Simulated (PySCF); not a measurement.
**A basis-limit estimate, worked out**

An elementary step of AlH$_{3}$SOF$_{2}$, closed shell (AlHOF₂ ([OH][Al]([F])[F]) + H₂S → AlHSF₂ ([F][Al]([F])[SH]) + H₂O (still joined by a long Al–O bond); Al–O, H–S broken or loosened, Al–S, O–H formed or tightened). “Start” and “end” are the PBE0-D4/def2-TZVP structures reached by relaxing down either side of its saddle point, with the molecules still in contact.

Computed with PySCF 2.14 with density fitting (its default auxiliary sets; JK sets also for MP2 and CCSD(T)) (basis: def2-TZVPP and def2-QZVPP); correlated methods freeze the cores.

Energies in eV:

| quantity | end | start |
| --- | --- | --- |
| Hartree–Fock, triple zeta (X = 3) | -24907.52593 | -24907.28602 |
| Hartree–Fock, quadruple zeta (X = 4) | -24908.41428 | -24908.18392 |
| MP2 correlation, X = 3 | -27.56271 | -27.58650 |
| MP2 correlation, X = 4 | -30.17500 | -30.16993 |
| CCSD(T) correlation, X = 3 | -29.16724 | -29.19965 |

(1) Work out the step energy at the basis limit: extrapolate Hartree–Fock as E(X) = E∞ + A exp(−7.88 √X) and the MP2 correlation as E(X) = E∞ + B X^−2.97 (the exponents that Neese and Valeev fitted for def2-TZVPP and QZVPP), then add CCSD(T) − MP2 in triple zeta.

The T1 diagnostic stays at or below 0.013.

Answers

(1) Each step is linear, so take the differences first (end − start): Hartree–Fock -0.23991 (X = 3) and -0.23036 (X = 4); MP2 correlation 0.02379 and -0.00507; CCSD(T) correlation 0.03241.
Two points give E∞ = E(4) + w [E(4) − E(3)], with w = 1/(exp(7.88 (2 − √3)) − 1) = 0.1377 for Hartree–Fock and w = 1/((4/3)^2.97 − 1) = 0.7407 for the correlation.
Hartree–Fock: -0.23036 + 0.1377 × 0.00955 = -0.2290 eV.
MP2 correlation: -0.00507 + 0.7407 × (-0.02886) = -0.0264 eV.
CCSD(T) − MP2: 0.03241 − 0.02379 = 0.0086 eV.
Sum: -0.2290 + (-0.0264) + 0.0086 = -0.2468 eV, or -5.69 kcal/mol. Plain CCSD(T) in triple zeta gives -0.2075 eV, so the larger basis shifts the result by -0.0393 eV.

Labels in which every atom is bracketed show which atoms are joined, not bond orders.

For scale, one of the runs: CCSD(T)/def2-TZVPP, 219 basis functions, launched by `OMP_NUM_THREADS=4 python run.py`. Time: 20 min of wall clock on 4 CPU threads of an AMD EPYC; the host was shared. Peak host memory: 4 GiB.
